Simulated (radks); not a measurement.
Question: Sr9+, 29 electrons, occupied as [Ar] 3d10 4s1. All-electron calculation, Dirac Kohn-Sham, PBEsol, spin-unpolarised, spherical densities, point nucleus. Program: a radial shooting solver on a logarithmic mesh with Libxc functionals. Some entries of the table are withheld. Estimate them.

orbital  occ.  eigenvalue (hartree)  <1/r> (bohr^-1)
1s1/2       2                   (1)            38.98
2s1/2       2             -84.94316              (2)
2p1/2       2             -77.85655            8.753
2p3/2       4             -75.34134            8.413
3s1/2       2             -17.81726              (3)
3p1/2       2             -15.23531            2.844
3p3/2       4             -14.84416            2.763
3d3/2       4                   (4)              (5)
3d5/2       6                   (6)              (7)
4s1/2       1              -6.20328            1.170

Answer: 
(1) 1s1/2 eigenvalue (hartree): -590.9435
(2) 2s1/2 <1/r> (bohr^-1): 8.779
(3) 3s1/2 <1/r> (bohr^-1): 2.949
(4) 3d3/2 eigenvalue (hartree): -10.30233
(5) 3d3/2 <1/r> (bohr^-1): 2.556
(6) 3d5/2 eigenvalue (hartree): -10.23288
(7) 3d5/2 <1/r> (bohr^-1): 2.536
